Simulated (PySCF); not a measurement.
**Electron correlation in Te²⁺ (tellurium, charge +2)**

[Kr] 4d10 5s2 5p2, high-spin 3P determinant. Calculation: PySCF 2.14, in x2c-QZVPPall; scalar relativity by spin-free X2C-1e. Frozen: [Kr] 4d10; 4 electrons correlated.

```
  level  correlation energy (mhartree)
   CCSD                         -63.33
    (T)                          -1.46
CCSD(T)                         -64.79
```

Diagnostics: T1 = 0.0065, D1 = 0.0168, largest double amplitude 0.090.

Cost of the coupled-cluster step: of the order of 26 core-seconds, for 4 correlated electrons.
